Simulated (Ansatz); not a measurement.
Process, species as SMILES: [SeH] (SeH) → H atom + Se atom
B3LYP-D3(BJ)/def2-TZVP geometries, fixed; electronic energies without zero-point terms.
Largest species:
```
Se
H 1 1.4749
```
Charge 0, spin multiplicity 2.

Basis-set convergence of the atomisation energy at HF with Ansatz (a first-principles code). Cartesian d functions, on some or all atoms, in 6-31G*, 6-31G**; all else is spherical. Open shells are unrestricted. No added dispersion term, no relativity. Functions are those of the species that has most. Reference: the value in aug-cc-pV5Z, 52.17 kcal/mol, itself unsure by roughly 0.07 kcal/mol (its mean distance from pcseg-4, aug-pcseg-3, aug-cc-pVQZ). Deviations are taken from unrounded values.

```json
[
 {"basis": "pcseg-0", "functions": "24", "atomisation energy (kcal/mol)": "38.44", "minus reference (kcal/mol)": "-13.73"},
 {"basis": "cc-pVDZ", "functions": "32", "atomisation energy (kcal/mol)": "51.19", "minus reference (kcal/mol)": "-0.98"},
 {"basis": "pcseg-1", "functions": "32", "atomisation energy (kcal/mol)": "51.33", "minus reference (kcal/mol)": "-0.84"},
 {"basis": "def2-SV(P)", "functions": "34", "atomisation energy (kcal/mol)": "48.51", "minus reference (kcal/mol)": "-3.66"},
 {"basis": "6-31G*", "functions": "37", "atomisation energy (kcal/mol)": "49.50", "minus reference (kcal/mol)": "-2.68"},
 {"basis": "6-31G**", "functions": "40", "atomisation energy (kcal/mol)": "51.49", "minus reference (kcal/mol)": "-0.69"},
 {"basis": "aug-cc-pVDZ", "functions": "45", "atomisation energy (kcal/mol)": "51.68", "minus reference (kcal/mol)": "-0.49"},
 {"basis": "def2-SVPD", "functions": "49", "atomisation energy (kcal/mol)": "52.23", "minus reference (kcal/mol)": "0.06"},
 {"basis": "6-311G**", "functions": "50", "atomisation energy (kcal/mol)": "51.47", "minus reference (kcal/mol)": "-0.70"},
 {"basis": "cc-pVTZ", "functions": "57", "atomisation energy (kcal/mol)": "51.91", "minus reference (kcal/mol)": "-0.26"},
 {"basis": "pcseg-2", "functions": "57", "atomisation energy (kcal/mol)": "51.93", "minus reference (kcal/mol)": "-0.25"},
 {"basis": "def2-TZVPP", "functions": "62", "atomisation energy (kcal/mol)": "52.05", "minus reference (kcal/mol)": "-0.12"},
 {"basis": "aug-pcseg-2", "functions": "82", "atomisation energy (kcal/mol)": "52.12", "minus reference (kcal/mol)": "-0.06"},
 {"basis": "def2-QZVP", "functions": "105", "atomisation energy (kcal/mol)": "52.11", "minus reference (kcal/mol)": "-0.06"},
 {"basis": "def2-QZVPP", "functions": "119", "atomisation energy (kcal/mol)": "52.16", "minus reference (kcal/mol)": "-0.01"},
 {"basis": "aug-cc-pVQZ", "functions": "139", "atomisation energy (kcal/mol)": "52.16", "minus reference (kcal/mol)": "-0.01"},
 {"basis": "pcseg-4", "functions": "172", "atomisation energy (kcal/mol)": "52.31", "minus reference (kcal/mol)": "0.13"},
 {"basis": "aug-cc-pV5Z", "functions": "220", "atomisation energy (kcal/mol)": "52.17", "minus reference (kcal/mol)": "0.00"}
]
```
